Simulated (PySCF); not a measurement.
A run for PySCF: R-B3LYP/6-31G* on H4O2Si (SMILES O[SiH2]O), a point of a torsion scan.

```python
from pyscf import gto, scf, dft, mp
from pyscf.data.elements import chemcore

mol = gto.M(
    atom='''
    O    -1.24179315    0.60305023    0.25376525
    Si   -0.08800795   -0.51710854   -0.01463292
    O     0.81478497   -0.77813800    1.31121596
    H    -1.15558849    1.51049288   -0.01771671
    H     0.90999125   -0.08007825   -0.97578889
    H    -0.86394295   -1.69853763   -0.36332716
    H     0.41077216   -0.92633562    2.16175371
    ''',
    basis='6-31g*',
    cart=True,
    charge=0, spin=0, verbose=3, max_memory=1800)
mf = dft.RKS(mol, xc='b3lyp')
mf.conv_tol = 1e-8
mf.max_cycle = 100
mf.kernel()
if not mf.converged:
    mf = mf.newton().run(mf.mo_coeff, mf.mo_occ)
```

Q: What total energy does the run end on?

A: -442.4110 hartree.
